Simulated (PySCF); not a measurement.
# Deuteron quadrupole couplings in `CC1=CC=C[SiH2]1`

Species: C₅H₈Si.
Cartesian coordinates in Å at the PBE0-D3(BJ)/def2-SVP level; atoms count from 1:
```
atom  x, y, z in Å
C1     2.470   -0.734    0.789
C2     0.986   -0.597    0.817
C3     0.120   -1.561    1.204
C4    -1.322   -1.241    1.174
C5    -1.680   -0.005    0.763
Si6   -0.088    0.886    0.355
H7     2.950   -0.014    1.474
H8     2.876   -0.521   -0.214
H9     2.793   -1.746    1.080
H10    0.451   -2.554    1.534
H11   -2.048   -2.003    1.482
H12   -2.720    0.319    0.711
H13    0.044    1.282   -1.082
H14    0.180    2.096    1.194
```

Level: PBE0/pcSseg-1 (PySCF, non-relativistic); Q(2H) = 0.00286 b; rigid geometry, the same for H and D, with no vibrational averaging.

Question: Rank these positions by the coupling χzz of a deuteron there, largest first.
A. H7 (methyl hydrogen)
B. H12 (vinylic hydrogen)
C. H10 (vinylic hydrogen)
D. H13 (Si–H hydrogen)

Answer: B (212 kHz), C (200 kHz), A (193 kHz), D (94 kHz).

Q: Tabulate Vzz, the asymmetry η and χzz = 234.96 MHz × Q × Vzz for every hydrogen position.

A: 
| atom | bonded to | bond length (Å) | Vzz (au) | η | χzz (kHz) |
| --- | --- | --- | --- | --- | --- |
| H7 | C1 | 1.103 | 0.2876 | 0.03 | 193 |
| H8 | C1 | 1.103 | 0.2883 | 0.03 | 194 |
| H9 | C1 | 1.102 | 0.2897 | 0.03 | 195 |
| H10 | C3 | 1.097 | 0.2982 | 0.06 | 200 |
| H11 | C4 | 1.096 | 0.2990 | 0.05 | 201 |
| H12 | C5 | 1.091 | 0.3151 | 0.03 | 212 |
| H13 | Si6 | 1.497 | 0.1402 | 0.02 | 94 |
| H14 | Si6 | 1.497 | 0.1401 | 0.02 | 94 |

Q: Average by the element that carries the hydrogen.

A: on C: 199 kHz over 6 positions, mean bond length 1.099 Å; on Si: 94 kHz over 2 positions, mean bond length 1.497 Å.

Q: How does χzz go with the bond length over the 6 C–H bonds?

A: A straight-line fit has a slope of -15.0 kHz for each 0.01 Å, with a correlation coefficient of -0.98, over lengths from 1.091 to 1.103 Å. The longer bonds have the smaller couplings here.

Geometry: PBE0-D3(BJ)/def2-SVP; no solvent, vibrations or thermal averaging. These gradients aren't converged with respect to the basis.

These values come from a run that also computed NMR shieldings. Time: 26 s wall; peak memory 0.86 GiB. Hardware: an Arm Neoverse N1 with one thread, no GPU (shared host).
